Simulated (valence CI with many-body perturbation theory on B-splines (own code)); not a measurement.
# E1 transitions of Eu XV

Calculated by configuration interaction combined with many-body perturbation theory (CI+MBPT): three valence electrons over a frozen Dirac-Fock core [Kr] 4d10, radial functions for each j: 8 s, 8 p, 9 d, 9 f, 6 g, 3 h, 2 i, with the one-electron correlation potential Σ1, the two-electron term Σ2, the three-electron term Σ3, Breit, model QED; selected CI, second order for the rest, scaled by the run's own slope (own B-spline code, finite nucleus).

No measured levels were compared; by estimate terms of the open shell hold to a few per cent of their energy, and close levels can change places; configurations with another count of f electrons can be misplaced by thousands of cm⁻¹. Core correlation moves these levels by up to 35000 cm⁻¹, and in measured spectra 5 to 20 % of such shifts remained as error; rates that hang on mixing are uncertain with them.

Lines 101 to 150 of 222 in falling wavelength, among levels below 75384 cm⁻¹, chosen from the strongest by gf and those to the six lowest levels. Wavelengths and rates use the calculated energies, so an error of 2000 cm⁻¹ moves a line at 4259 Å by 8.5 % and its rate by three times that or more. Electric multipoles are in the length gauge, E1 and E2 with the static RPA response of the core. Weak lines are less certain than strong ones. Lines between different terms over intervals too small for the method are left out, as are lines whose strength nearly cancels. Where a level lies close to another of its J and parity, the split of strength between their lines is uncertain. The highest levels of a list are the least certain.

Names give the largest LS component (configuration and term), which can be under half, so a name can repeat, a term be missing and a line seem to break the LS rules; names also repeat where a configuration has a term twice. Letters in brackets count levels of one name in rising energy.

```
λ vac (Å)             Upper           Lower   A (s⁻¹)  S (a.u.) with core polarisation  S without
     4259       4f3 4G°_5/2   4f2 5s 4F_3/2  3.23e+02                         7.39e-05   8.69e-05
     4232       4f3 4D°_5/2   4f2 5s 2F_7/2  1.12e+02                         2.52e-05   2.78e-05
     4200   4f3 2H°_9/2 [a]   4f2 5s 4H_7/2  3.96e-01                         1.45e-07   5.77e-08
     4174    4f 5s2 2F°_7/2   4f2 5s 2G_7/2  4.33e+01                         1.24e-05   1.39e-05
     4150  4f3 2H°_11/2 [a]  4f2 5s 4H_11/2  2.89e+01                         1.22e-05   1.38e-05
     4108       4f3 4G°_9/2   4f2 5s 4F_7/2  1.72e+02                         5.89e-05   6.83e-05
     4093       4f3 4F°_7/2   4f2 5s 4H_9/2  5.49e+00                         1.49e-06   1.77e-06
     4076   4f3 2D°_5/2 [a]   4f2 5s 2G_7/2  4.41e+01                         8.84e-06   9.73e-06
     3972       4f3 4F°_5/2   4f2 5s 4H_7/2  2.08e-02                         3.86e-09   3.23e-09
     3954       4f3 2G°_9/2   4f2 5s 4F_9/2  1.43e+02                         4.36e-05   4.83e-05
     3938   4f3 2D°_3/2 [b]   4f2 5s 2D_3/2  8.11e+01                         9.79e-06   1.17e-05
     3916     4f2 5s 2P_1/2     4f3 4S°_3/2  2.95e+02                         1.75e-05   2.09e-05
     3900       4f3 4G°_7/2   4f2 5s 4F_5/2  1.92e+02                         4.49e-05   5.07e-05
     3824       4f3 2F°_5/2   4f2 5s 4P_5/2  1.23e+02                         2.04e-05   2.63e-05
     3763      4f3 4G°_11/2   4f2 5s 4F_9/2  1.23e+02                         3.89e-05   4.39e-05
     3700       4f3 4F°_7/2   4f2 5s 4H_7/2  3.53e-02                         7.06e-09   1.07e-08
     3700       4f3 4F°_9/2   4f2 5s 4H_9/2  1.56e+01                         3.89e-06   4.30e-06
     3685     4f2 5s 2F_7/2     4f3 4I°_9/2  2.67e+00                         5.27e-07   6.11e-07
     3671       4f3 2G°_9/2   4f2 5s 4F_7/2  5.17e+01                         1.26e-05   1.39e-05
     3656   4f3 2D°_5/2 [b]   4f2 5s 2D_3/2  3.68e+02                         5.32e-05   6.35e-05
     3648       4f3 2P°_3/2   4f2 5s 2F_5/2  3.39e+02                         3.25e-05   3.63e-05
     3642    4f 5s2 2F°_5/2   4f2 5s 4F_3/2  5.44e-01                         7.78e-08   8.16e-08
     3571   4f3 2D°_5/2 [b]   4f2 5s 2D_5/2  9.93e+01                         1.34e-05   1.63e-05
     3540  4f3 2H°_11/2 [a]   4f2 5s 4H_9/2  3.37e+00                         8.84e-07   6.67e-07
     3528   4f3 2D°_3/2 [a]   4f2 5s 4F_5/2  2.12e+02                         1.83e-05   2.22e-05
     3521    4f 5s2 2F°_7/2   4f2 5s 4F_9/2  1.17e+02                         2.01e-05   2.30e-05
     3498     4f2 5s 2P_3/2     4f3 4S°_3/2  4.83e+02                         4.08e-05   4.92e-05
     3488       4f3 4D°_7/2   4f2 5s 2F_7/2  5.11e+01                         8.56e-06   1.08e-05
     3480       4f3 2F°_7/2   4f2 5s 4P_5/2  1.71e+02                         2.85e-05   3.21e-05
     3453      4f3 4G°_11/2   4f2 5s 2H_9/2  4.64e+01                         1.13e-05   1.29e-05
     3430      4f3 2K°_13/2  4f2 5s 4H_11/2  3.18e-02                         8.87e-09   1.52e-08
     3423      4f3 2I°_11/2   4f2 5s 2G_9/2  2.25e+01                         5.33e-06   5.99e-06
     3381       4f3 2F°_5/2   4f2 5s 4P_3/2  3.70e+01                         4.24e-06   5.43e-06
     3375       4f3 4F°_9/2   4f2 5s 4H_7/2  3.54e-01                         6.72e-08   1.42e-07
     3347     4f2 5s 2P_1/2     4f3 4F°_3/2  5.24e+02                         1.94e-05   2.27e-05
     3322   4f3 2D°_3/2 [a]   4f2 5s 4F_3/2  5.37e-01                         3.89e-08   9.81e-08
     3306       4f3 4D°_3/2   4f2 5s 2F_5/2  1.00e+02                         7.14e-06   8.17e-06
     3286       4f3 2G°_7/2   4f2 5s 4H_9/2  1.45e+02                         2.04e-05   2.38e-05
     3284       4f3 4D°_5/2   4f2 5s 2F_5/2  1.03e+02                         1.08e-05   1.35e-05
     3275     4f2 5s 2P_3/2     4f3 4F°_5/2  1.84e+02                         1.28e-05   1.52e-05
     3248    4f 5s2 2F°_7/2   4f2 5s 2H_9/2  2.47e+02                         3.34e-05   3.71e-05
     3218      4f3 4G°_11/2  4f2 5s 4H_13/2  6.97e+02                         1.37e-04   1.61e-04
     3175       4f3 4G°_9/2  4f2 5s 4H_11/2  4.38e+02                         6.91e-05   8.10e-05
     3162      4f3 2I°_11/2  4f2 5s 2H_11/2  1.81e+02                         3.39e-05   4.05e-05
     3041       4f3 4D°_5/2   4f2 5s 2G_7/2  2.35e+02                         1.96e-05   2.27e-05
     3028       4f3 2G°_7/2   4f2 5s 4H_7/2  4.52e+00                         4.96e-07   4.70e-07
     3019       4f3 4G°_5/2   4f2 5s 4H_7/2  4.37e+02                         3.56e-05   4.07e-05
     2946       4f3 2P°_1/2   4f2 5s 4F_3/2  3.19e+02                         8.04e-06   9.19e-06
     2927       4f3 4D°_7/2   4f2 5s 2G_9/2  4.31e+02                         4.27e-05   5.14e-05
     2907       4f3 2G°_9/2  4f2 5s 4H_11/2  2.80e+02                         3.39e-05   3.99e-05
```
